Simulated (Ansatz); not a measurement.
Mulliken charges of `SC1N=[C]1[GaH2]` from ωB97M-V/def2-TZVPP in Ansatz (PBE0-D4/def2-TZVP geometry).

| atom | x (Å) | y (Å) | z (Å) | charge (e) |
| --- | --- | --- | --- | --- |
| S1 | -1.220 | 1.072 | 0.108 | -0.120 |
| C2 | 0.578 | 1.129 | 0.311 | -0.073 |
| N3 | 1.173 | 0.265 | 1.366 | -0.178 |
| C4 | 1.084 | -0.237 | 0.210 | -0.041 |
| Ga5 | -0.154 | -1.382 | -0.859 | 0.204 |
| H6 | -1.533 | 0.734 | 1.375 | 0.136 |
| H7 | 1.068 | 2.037 | -0.014 | 0.106 |
| H8 | -0.149 | -1.054 | -2.381 | -0.014 |
| H9 | -0.847 | -2.565 | -0.116 | -0.020 |

Q: By hand: the dipole of these point charges (1 e Å = 4.8032 D).

A: Σ q r = (-0.257, -0.149, -0.241) e Å, of length 0.383 e Å = 1.84 D.

Q: How does the dipole of the full density compare? (An estimate is asked.)

A: The calculation gave: (-0.171, 0.005, -0.223) e Å, 1.35 D; the point charges give 1.36 times that, at 26° from its direction.

Point charges leave out the atoms' own dipoles, such as those of lone pairs, and Mulliken's split depends on the basis, so the two needn't agree.
